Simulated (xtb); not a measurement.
BaCl, SMILES [Cl][Ba+], charge +1. All values are semi-empirical tight-binding results from xtb (GFN2-xTB unless named), good for trends rather than for accurate numbers. Geometry: GFN2-xTB. The spin state was assumed, not searched.

For metal compounds this method's bond lengths and energies can be far off.

**Question.** Estimate the properties. (The exact figures need the calculation; the answer reports its results.)

**Answer.** 
```yaml
point_group_as_xtb_finds_it: C∞v
orbital_gap: 1.26 eV
```
